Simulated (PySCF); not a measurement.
Telling isomers of C₃H₅B apart by NMR

Non-relativistic, one computed conformer, fast rotation and ring inversion assumed for equivalent nuclei, gas phase. PBE0-D3(BJ)/def2-SVP geometry; PBE0/pcSseg-1 with gauge-including orbitals; J: B3LYP/pcJ-1; PySCF.

Referencing at the same level of theory: ¹H (31.27 ppm) and ¹³C (184.41 ppm) vs TMS. Multiplet labels drop J under 1 Hz and among equivalent protons, and merge close values. Unscaled 3J(H,H) run several per cent high. Couplings to H on boron are left out. Carbons bonded to boron are broad in practice. Shifts are as computed. Against solution values, carbons near 30 ppm lie about +2 ppm off and those near 130 ppm about +5 ppm. Of 1309 compounds with measured shifts, 239 miss one by over three times the rms of a fit or turn the order of signals round; such compounds aren't used in these exercises.

(1) Tabulate the signals of `BC1=CC1`, `BC#CC` and their relative energies.

(2) What is the quickest way to tell BC1=CC1 from BC#CC?

## Answers

(1) 
```json
{"SMILES": "BC1=CC1", "carbon types": "1×C 1×CH 1×CH2", "δC": "137.8, 136.3, 21.3", "δH": "8.32 (t, 1H), 7.60 (br, 2H), 1.75 (s, 2H)", "E rel. (kcal/mol)": "23.5"}
{"SMILES": "BC#CC", "carbon types": "2×C 1×CH3", "δC": "160.0, 100.4, 8.5", "δH": "6.67 (br, 2H), 2.42 (t, 3H)", "E rel. (kcal/mol)": "0.0"}
```

Energies are electronic energies at PBE0/pcSseg-1 on these geometries, without zero-point or thermal terms, each for the one conformer computed, which needn't be the lowest.

(2) Both give the same number of carbon signals, but DEPT or the intensities differ. The first has an alkene CH at 137.8 ppm, the second a propargylic methyl carbon (CH3) at 8.5 ppm. Their most deshielded carbons lie at 137.8 and 160.0 ppm. In the proton spectra the most deshielded non-exchanging signals are 8.32 (t, J = 2.0 Hz, 1H) and 6.67 (br, 2H).
